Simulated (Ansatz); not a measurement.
These are PBE0-D3(BJ)/def2-SVP in Ansatz (a first-principles code) values and carry that method's errors. No frequencies were computed at this level.

Ansatz 0.2 input:
```yaml
crystal:
  periodic: [false, false, false]
  atoms:
    - { symbol: B, position_ang: [3.773027, -0.703845, -0.494925] }
    - { symbol: C, position_ang: [2.266879, -0.521334, -0.34613] }
    - { symbol: C, position_ang: [1.291635, -1.484852, -0.354003] }
    - { symbol: C, position_ang: [-0.02813, -0.995657, -0.196256] }
    - { symbol: C, position_ang: [-1.236936, -1.702668, -0.162494] }
    - { symbol: C, position_ang: [-2.41622, -1.013833, 0.000031] }
    - { symbol: C, position_ang: [-2.426758, 0.374348, 0.132038] }
    - { symbol: C, position_ang: [-1.247597, 1.106677, 0.103758] }
    - { symbol: C, position_ang: [-1.253063, 2.513984, 0.236269] }
    - { symbol: C, position_ang: [-1.242085, 3.709077, 0.349036] }
    - { symbol: C, position_ang: [-0.044617, 0.408475, -0.062303] }
    - { symbol: S, position_ang: [1.549651, 1.07601, -0.13455] }
    - { symbol: H, position_ang: [4.200139, -1.783075, -0.6336] }
    - { symbol: H, position_ang: [4.482704, 0.223864, -0.47148] }
    - { symbol: H, position_ang: [1.516884, -2.530806, -0.471929] }
    - { symbol: H, position_ang: [-1.228074, -2.777373, -0.264566] }
    - { symbol: H, position_ang: [-3.353564, -1.549436, 0.026685] }
    - { symbol: H, position_ang: [-3.363175, 0.897132, 0.25833] }
    - { symbol: H, position_ang: [-1.240708, 4.753311, 0.447515] }
basis:
  gaussian: { orbitals: def2-svp }
hamiltonian:
  xc: pbe0
  dispersion: d3bj
relax:
  max_steps: 150
```

Output:

```
Functional definition: PBE0
2402 factors; integrals over basis functions are off by at most 4.1e-4 eV
mean field evaluation 1: about -21952.3458 eV, gradient 6.6e1 eV
mean field evaluation 2: about -21942.9016 eV, gradient 8.8e1 eV
mean field evaluation 4: about -21964.4465 eV, gradient 9.7e0 eV
mean field evaluation 8: about -21964.8038 eV, gradient 4.6e-1 eV
mean field evaluation 16: about -21964.8044 eV, gradient 2.3e-4 eV
mean field -21964.80440888 eV, -807.1916737471 hartree, gradient 6.5e-5 eV, S^2 0.000000; 0 other end points of the search recorded, 0 dependent functions left out
reference -21964.80444453 eV, -807.1916750574 hartree; 44, 44 occupied and 163, 163 virtual orbitals, 2402 factors
relax step   1: F+E_penalty+E_count = -21965.41418475 eV  Δ(F+E_penalty+E_count) = +0.000e0 eV  max|allowed force component| = 1.094e0 eV/Å  Δτ_max = 0.0000 Å  (31 SCF iters, accepted)
these checks for a lower state are left out or cut short: starts, cluster_reference, orbital_swaps, neighbouring_geometries, increment
2402 factors; integrals over basis functions are off by at most 4.2e-4 eV
mean field -21964.89850272 eV, -807.1951316322 hartree, gradient 2.1e-5 eV, S^2 0.000000; 0 other end points of the search recorded, 0 dependent functions left out
reference -21964.89853865 eV, -807.1951329526 hartree; 44, 44 occupied and 163, 163 virtual orbitals, 2402 factors
relax step   2: F+E_penalty+E_count = -21965.50636765 eV  Δ(F+E_penalty+E_count) = -9.218e-2 eV  max|allowed force component| = 2.941e-1 eV/Å  Δτ_max = 0.0475 Å  (35 SCF iters, accepted)
these checks for a lower state are left out or cut short: starts, cluster_reference, orbital_swaps, neighbouring_geometries, increment
2402 factors; integrals over basis functions are off by at most 4.3e-4 eV
mean field evaluation 32: about -21964.9062 eV, gradient 2.1e-5 eV
mean field -21964.90619681 eV, -807.1954143845 hartree, gradient 2.1e-5 eV, S^2 0.000000; 0 other end points of the search recorded, 0 dependent functions left out
reference -21964.90623284 eV, -807.1954157085 hartree; 44, 44 occupied and 163, 163 virtual orbitals, 2402 factors
relax step   3: F+E_penalty+E_count = -21965.51357593 eV  Δ(F+E_penalty+E_count) = -7.208e-3 eV  max|allowed force component| = 1.136e-1 eV/Å  Δτ_max = 0.0150 Å  (36 SCF iters, accepted)
these checks for a lower state are left out or cut short: starts, cluster_reference, orbital_swaps, neighbouring_geometries, increment
2402 factors; integrals over basis functions are off by at most 4.4e-4 eV
mean field -21964.90649170 eV, -807.1954252215 hartree, gradient 2.4e-5 eV, S^2 0.000000; 0 other end points of the search recorded, 0 dependent functions left out
reference -21964.90652773 eV, -807.1954265456 hartree; 44, 44 occupied and 163, 163 virtual orbitals, 2402 factors
relax step   4: F+E_penalty+E_count = -21965.51389728 eV  Δ(F+E_penalty+E_count) = -3.213e-4 eV  max|allowed force component| = 4.285e-2 eV/Å  Δτ_max = 0.0058 Å  (28 SCF iters, accepted)
these checks for a lower state are left out or cut short: starts, cluster_reference, orbital_swaps, neighbouring_geometries, increment
2402 factors; integrals over basis functions are off by at most 4.3e-4 eV
mean field -21964.90659175 eV, -807.1954288983 hartree, gradient 2.2e-5 eV, S^2 0.000000; 0 other end points of the search recorded, 0 dependent functions left out
reference -21964.90662777 eV, -807.1954302222 hartree; 44, 44 occupied and 163, 163 virtual orbitals, 2402 factors
relax step   5: F+E_penalty+E_count = -21965.51406018 eV  Δ(F+E_penalty+E_count) = -1.629e-4 eV  max|allowed force component| = 3.673e-2 eV/Å  Δτ_max = 0.0054 Å  (27 SCF iters, accepted)
these checks for a lower state are left out or cut short: starts, cluster_reference, orbital_swaps, neighbouring_geometries, increment
2402 factors; integrals over basis functions are off by at most 4.4e-4 eV
mean field -21964.90657985 eV, -807.1954284612 hartree, gradient 6.5e-5 eV, S^2 0.000000; 0 other end points of the search recorded, 0 dependent functions left out
reference -21964.90661588 eV, -807.1954297852 hartree; 44, 44 occupied and 163, 163 virtual orbitals, 2402 factors
relax step   6: F+E_penalty+E_count = -21965.51406808 eV  Δ(F+E_penalty+E_count) = -7.909e-6 eV  max|allowed force component| = 2.990e-2 eV/Å  Δτ_max = 0.0029 Å  (23 SCF iters, accepted)
these checks for a lower state are left out or cut short: starts, cluster_reference, orbital_swaps, neighbouring_geometries, increment
2402 factors; integrals over basis functions are off by at most 4.3e-4 eV
mean field -21964.90658648 eV, -807.1954287048 hartree, gradient 7.6e-5 eV, S^2 0.000000; 0 other end points of the search recorded, 0 dependent functions left out
reference -21964.90662251 eV, -807.1954300287 hartree; 44, 44 occupied and 163, 163 virtual orbitals, 2402 factors
relax step   7: F+E_penalty+E_count = -21965.51410890 eV  Δ(F+E_penalty+E_count) = -4.082e-5 eV  max|allowed force component| = 6.981e-3 eV/Å  Δτ_max = 0.0022 Å  (24 SCF iters, accepted)
2402 factors; integrals over basis functions are off by at most 4.3e-4 eV
mean field evaluation 64: about -21964.9066 eV, gradient 1.1e-1 eV
mean field -21964.90658648 eV, -807.1954287048 hartree, gradient 7.6e-5 eV, S^2 0.000000; 1 other end points of the search recorded, 0 dependent functions left out
reference -21964.90662251 eV, -807.1954300287 hartree; 44, 44 occupied and 163, 163 virtual orbitals, 2402 factors
Total energy: -21965.51414493 eV, -807.2177560658 hartree
Atom 0 at     3.771954    -0.687761    -0.491292 Å, force     0.003109    -0.000179    -0.000914 eV/Å
Atom 1 at     2.263355    -0.508684    -0.348010 Å, force     0.001890    -0.001912     0.001565 eV/Å
Atom 2 at     1.299275    -1.496807    -0.359307 Å, force    -0.002333     0.001836     0.003199 eV/Å
Atom 3 at    -0.030131    -1.010189    -0.200781 Å, force     0.001265     0.000304     0.000257 eV/Å
Atom 4 at    -1.246869    -1.721391    -0.164507 Å, force    -0.000603     0.000138     0.000584 eV/Å
Atom 5 at    -2.432391    -1.029555     0.001561 Å, force     0.000287    -0.000501    -0.000197 eV/Å
Atom 6 at    -2.439476     0.369331     0.134200 Å, force    -0.000324     0.000236    -0.000137 eV/Å
Atom 7 at    -1.257463     1.110969     0.103725 Å, force     0.002784    -0.000341    -0.000485 eV/Å
Atom 8 at    -1.255532     2.530216     0.237766 Å, force    -0.006981     0.000004     0.001730 eV/Å
Atom 9 at    -1.229671     3.737852     0.350273 Å, force     0.002226     0.000399    -0.001437 eV/Å
Atom 10 at    -0.046148     0.402851    -0.066081 Å, force    -0.001870    -0.001249    -0.001114 eV/Å
Atom 11 at     1.539988     1.071364    -0.137785 Å, force    -0.000916     0.003765    -0.000126 eV/Å
Atom 12 at     4.212403    -1.804456    -0.632804 Å, force    -0.001958     0.000339    -0.000121 eV/Å
Atom 13 at     4.519390     0.260720    -0.464979 Å, force     0.000422    -0.001017    -0.000082 eV/Å
Atom 14 at     1.549196    -2.552701    -0.478739 Å, force     0.001079    -0.001006    -0.002706 eV/Å
Atom 15 at    -1.242955    -2.808861    -0.267390 Å, force     0.000149     0.000159    -0.000111 eV/Å
Atom 16 at    -3.380375    -1.570610     0.031120 Å, force     0.000040    -0.000111    -0.000106 eV/Å
Atom 17 at    -3.384228     0.900233     0.264634 Å, force    -0.000286    -0.000685     0.000059 eV/Å
Atom 18 at    -1.210328     4.807480     0.449822 Å, force     0.002019    -0.000179     0.000143 eV/Å
Dipole moment:    -0.405992    -0.171098     0.018510 e Å
```

Cost: very roughly 4 core-minutes.
